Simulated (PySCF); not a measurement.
PySCF job for C3H7ITe, SMILES CC(C)[Te]I, TDDFT-PBE/def2-SVPD. Geometry optimised at B3LYP-D3(BJ)/def2-SVP. The def2 effective core potentials stand for the cores of I, Te; spin–orbit coupling is left out. Other conformers were not sampled.

```python
import numpy as np
from pyscf import gto, scf, dft, tdscf

mol = gto.M(
    atom='''
    Te    0.08846293   -0.38286560    1.05689246
    I    -0.62840321    1.47557273   -0.83697283
    C     0.62110138   -1.99415090   -0.37361091
    C     0.90488230   -3.23733428    0.46401919
    C     1.77689764   -1.59409975   -1.27485651
    H    -0.30021994   -2.13005731   -0.95801662
    H     1.14086327   -4.08477796   -0.20268258
    H     1.77655548   -3.09214829    1.12391639
    H     0.04309844   -3.53070268    1.08326678
    H     1.55497070   -0.67929053   -1.84347504
    H     1.97601527   -2.40234828   -2.00148647
    H     2.69672645   -1.42350869   -0.69368133
    ''',
    basis='def2-SVPD',
    ecp={'I': 'def2-svp', 'Te': 'def2-svp'},
    charge=0,
    spin=0,
    max_memory=1600,
    verbose=4,
)
mf = dft.RKS(mol, xc='pbe').density_fit(auxbasis='def2-universal-jkfit')
mf.grids.level = 3
mf.conv_tol = 1e-9
mf.max_cycle = 100
mf.kernel()
mf.grids = dft.Grids(mol).set(level=1).build(with_non0tab=True)  # coarser grid for the response kernel
td = tdscf.TDDFT(mf)
td.singlet = True
td.nstates = 10
td.conv_tol = 1e-4
td.positive_eig_threshold = 1e-6
td.kernel(x0=td.get_init_guess(mf, 15))
td.analyze()
tt = tdscf.TDA(mf)
tt.singlet = False
tt.nstates = 4
tt.conv_tol = 1e-4
tt.positive_eig_threshold = 1e-6
tt.kernel(x0=tt.get_init_guess(mf, 9))
tt.analyze(verbose=3)
```

Output:

```
PySCF version 2.14.0

[INPUT] verbose = 4
[INPUT] num. atoms = 12
[INPUT] num. electrons = 74
[INPUT] charge = 0
[INPUT] spin (= nelec alpha-beta = 2S) = 0
[INPUT] symmetry False subgroup None
[INPUT] Mole.unit = angstrom
[INPUT] Symbol           X                Y                Z      unit          X                Y                Z       unit  Magmom
[INPUT]  1 Te     0.088462930000  -0.382865600000   1.056892460000 AA    0.167170709877  -0.723511126517   1.997237292518 Bohr   0.0
[INPUT]  2 I     -0.628403210000   1.475572730000  -0.836972830000 AA   -1.187509962698   2.788428336577  -1.581649422402 Bohr   0.0
[INPUT]  3 C      0.621101380000  -1.994150900000  -0.373610910000 AA    1.173711503789  -3.768399052055  -0.706022297050 Bohr   0.0
[INPUT]  4 C      0.904882300000  -3.237334280000   0.464019190000 AA    1.709979721967  -6.117675162866   0.876869185643 Bohr   0.0
[INPUT]  5 C      1.776897640000  -1.594099750000  -1.274856510000 AA    3.357849890986  -3.012411942738  -2.409129652019 Bohr   0.0
[INPUT]  6 H     -0.300219940000  -2.130057310000  -0.958016620000 AA   -0.567333463733  -4.025224945528  -1.810389034582 Bohr   0.0
[INPUT]  7 H      1.140863270000  -4.084777960000  -0.202682580000 AA    2.155919125876  -7.719111624060  -0.383014566420 Bohr   0.0
[INPUT]  8 H      1.776555480000  -3.092148290000   1.123916390000 AA    3.357203302295  -5.843313404642   2.123894164010 Bohr   0.0
[INPUT]  9 H      0.043098440000  -3.530702680000   1.083266780000 AA    0.081444247996  -6.672061092468   2.047077534039 Bohr   0.0
[INPUT] 10 H      1.554970700000  -0.679290530000  -1.843475040000 AA    2.938468754723  -1.283673060711  -3.483662943072 Bohr   0.0
[INPUT] 11 H      1.976015270000  -2.402348280000  -2.001486470000 AA    3.734127678258  -4.539780305020  -3.782261270323 Bohr   0.0
[INPUT] 12 H      2.696726450000  -1.423508690000  -0.693681330000 AA    5.096074423371  -2.690041560038  -1.310867731424 Bohr   0.0

nuclear repulsion = 378.829296596264
number of shells = 78
number of NR pGTOs = 300
number of NR cGTOs = 186
basis = def2-SVPD
ecp = {'I': 'def2-svp', 'Te': 'def2-svp'}


******** <class 'pyscf.df.df_jk.DFRKS'> ********
method = DFRKS
initial guess = minao
damping factor = 0
level_shift factor = 0
DIIS = <class 'pyscf.scf.diis.CDIIS'>
diis_start_cycle = 1
diis_space = 8
diis_damp = 0
SCF conv_tol = 1e-09
SCF conv_tol_grad = None
SCF max_cycles = 100
direct_scf = False
XC library pyscf.dft.libxc version 7.1.2
    S. Lehtola, C. Steigemann, M. J. T. Oliveira, and M. A. L. Marques,  SoftwareX 7, 1–5 (2018)
XC functionals = pbe
    J. P. Perdew, K. Burke, and M. Ernzerhof,  Phys. Rev. Lett. 77, 3865 (1996)
    J. P. Perdew, K. Burke, and M. Ernzerhof,  Phys. Rev. Lett. 78, 1396 (1997)
    J. P. Perdew, K. Burke, and M. Ernzerhof,  Phys. Rev. Lett. 77, 3865 (1996)
    J. P. Perdew, K. Burke, and M. Ernzerhof,  Phys. Rev. Lett. 78, 1396 (1997)
radial grids:
    Treutler-Ahlrichs [JCP 102, 346 (1995); DOI:10.1063/1.469408] (M4) radial grids

becke partition: Becke, JCP 88, 2547 (1988); DOI:10.1063/1.454033
pruning grids: <function nwchem_prune>
grids dens level: 3
symmetrized grids: False
atomic radii adjust function: <function treutler_atomic_radii_adjust>
small_rho_cutoff = 0
Set gradient conv threshold to 3.16228e-05
Initial guess from minao.
tot grids = 154928
init E= -624.328052791955
  HOMO = -0.884355092463709  LUMO = -0.874628908724056  gap/eV = 0.26466
cycle= 1 E= -674.213940860874  delta_E= -49.9  |g|= 5.79  |ddm|= 20.1
  HOMO = -0.15408706707056  LUMO = -0.135200687475335  gap/eV = 0.51392
cycle= 2 E= -395.06149787625  delta_E=  279  |g|=   18  |ddm|=  239
  HOMO = -0.0939486874579476  LUMO = -0.0665256431750283  gap/eV = 0.74622
cycle= 3 E= -683.258262696857  delta_E= -288  |g|= 1.46  |ddm|=  240
  HOMO = -0.170856813204127  LUMO = -0.167213283857139  gap/eV = 0.09915
cycle= 4 E= -680.671538960517  delta_E= 2.59  |g|= 2.78  |ddm|=    7
  HOMO = -0.194617730340417  LUMO = -0.152782557083377  gap/eV = 1.13839
cycle= 5 E= -683.680476949025  delta_E= -3.01  |g|= 0.942  |ddm|= 5.94
  HOMO = -0.199526323394153  LUMO = -0.14066621895307  gap/eV = 1.60167
cycle= 6 E= -683.987990305369  delta_E= -0.308  |g|= 0.278  |ddm|= 1.87
  HOMO = -0.179683086111972  LUMO = -0.120212591520769  gap/eV = 1.61827
cycle= 7 E= -683.99949452638  delta_E= -0.0115  |g|= 0.176  |ddm|= 0.616
  HOMO = -0.180318165783442  LUMO = -0.124273286422552  gap/eV = 1.52506
cycle= 8 E= -684.009452650762  delta_E= -0.00996  |g|= 0.06  |ddm|= 0.337
  HOMO = -0.184961489506202  LUMO = -0.128588597215902  gap/eV = 1.53398
cycle= 9 E= -684.010529324785  delta_E= -0.00108  |g|= 0.0185  |ddm|= 0.117
  HOMO = -0.184585284239125  LUMO = -0.128615137243269  gap/eV = 1.52303
cycle= 10 E= -684.01064578585  delta_E= -0.000116  |g|= 0.00646  |ddm|= 0.0393
  HOMO = -0.184395714774988  LUMO = -0.128486430258333  gap/eV = 1.52137
cycle= 11 E= -684.010658668663  delta_E= -1.29e-05  |g|= 0.00125  |ddm|= 0.0115
  HOMO = -0.18434686854429  LUMO = -0.12843734263828  gap/eV = 1.52138
cycle= 12 E= -684.010659146161  delta_E= -4.77e-07  |g|= 0.000297  |ddm|= 0.00313
  HOMO = -0.184359927512137  LUMO = -0.128449831014617  gap/eV = 1.52139
cycle= 13 E= -684.010659169652  delta_E= -2.35e-08  |g|= 9.85e-05  |ddm|= 0.000676
  HOMO = -0.18436522611985  LUMO = -0.128454453102698  gap/eV = 1.52141
cycle= 14 E= -684.010659172167  delta_E= -2.52e-09  |g|= 3.92e-05  |ddm|= 0.000221
  HOMO = -0.184360347848269  LUMO = -0.128450538730466  gap/eV = 1.52138
cycle= 15 E= -684.010659172581  delta_E= -4.14e-10  |g|= 2.14e-05  |ddm|= 0.0001
  HOMO = -0.184364920356208  LUMO = -0.128454168347551  gap/eV = 1.52141
Extra cycle  E= -684.010659172253  delta_E= 3.28e-10  |g|= 3.75e-05  |ddm|= 0.0001
converged SCF energy = -684.010659172253
tot grids = 48896
Overwritten attributes  positive_eig_threshold  of <class 'pyscf.tdscf.rks.CasidaTDDFT'>


******** <class 'pyscf.tdscf.rks.CasidaTDDFT'> for <class 'pyscf.df.df_jk.DFRKS'> ********
nstates = 10 singlet
deg_eia_thresh = 1.000e-03
wfnsym = None
conv_tol = 0.0001
eigh lindep = 1e-12
eigh level_shift = 0
eigh max_cycle = 100


Excitation energies (eV)
[1.80494438 3.11606784 3.53446728 3.72790181 4.15641202 4.8300219
 5.07555832 5.17806663 5.26782769 5.35533137]

** Singlet excitation energies and oscillator strengths **
Excited State   1:      1.80494 eV    686.91 nm  f=0.0015
      37 -> 38        0.70930
Excited State   2:      3.11607 eV    397.89 nm  f=0.0039
      36 -> 38        0.70615
Excited State   3:      3.53447 eV    350.79 nm  f=0.0005
      35 -> 38       -0.70682
Excited State   4:      3.72790 eV    332.58 nm  f=0.0001
      37 -> 39       -0.70409
Excited State   5:      4.15641 eV    298.30 nm  f=0.0027
      34 -> 38        0.70066
Excited State   6:      4.83002 eV    256.69 nm  f=0.0128
      37 -> 40       -0.70583
Excited State   7:      5.07556 eV    244.28 nm  f=0.0080
      32 -> 38        0.11383
      33 -> 38       -0.20543
      34 -> 39        0.15243
      36 -> 39        0.64349
Excited State   8:      5.17807 eV    239.44 nm  f=0.0179
      37 -> 41        0.70443
Excited State   9:      5.26783 eV    235.36 nm  f=0.0105
      32 -> 38        0.66904
      33 -> 38       -0.13849
      36 -> 39       -0.15008
Excited State  10:      5.35533 eV    231.52 nm  f=0.0020
      31 -> 38       -0.16446
      35 -> 39       -0.64373
      37 -> 42       -0.21993

** Transition electric dipole moments (AU) **
state          X           Y           Z        Dip. S.      Osc.
  1        -0.1694     -0.0649      0.0001      0.0329      0.0015
  2         0.0158      0.0208      0.2250      0.0513      0.0039
  3        -0.0712     -0.0317      0.0068      0.0061      0.0005
  4        -0.0162     -0.0197      0.0083      0.0007      0.0001
  5        -0.0475      0.0548     -0.1458      0.0265      0.0027
  6        -0.2983     -0.0243      0.1367      0.1083      0.0128
  7         0.0834     -0.1863     -0.1493      0.0640      0.0080
  8         0.3605      0.0944      0.0470      0.1411      0.0179
  9        -0.1206      0.2560     -0.0362      0.0814      0.0105
 10        -0.1009     -0.0659     -0.0310      0.0155      0.0020

WARN: ECP detected. Skipping calculation of transition velocity and magnetic dipole moments, which have not yet been implemented.

Overwritten attributes  positive_eig_threshold  of <class 'pyscf.tdscf.rks.TDA'>


******** <class 'pyscf.tdscf.rks.TDA'> for <class 'pyscf.df.df_jk.DFRKS'> ********
nstates = 4 triplet
deg_eia_thresh = 1.000e-03
wfnsym = None
conv_tol = 0.0001
eigh lindep = 1e-12
eigh level_shift = 0
eigh max_cycle = 100


Excitation energies (eV)
[1.25265661 2.67432693 3.07989048 3.29460372]

** Triplet excitation energies and oscillator strengths **
Excited State   1:      1.25266 eV    989.77 nm  f=0.0000
Excited State   2:      2.67433 eV    463.61 nm  f=0.0000
Excited State   3:      3.07989 eV    402.56 nm  f=0.0000
Excited State   4:      3.29460 eV    376.33 nm  f=0.0000
```

The calculation finished and met its thresholds.

Cost: very roughly 2.9 core-minutes.
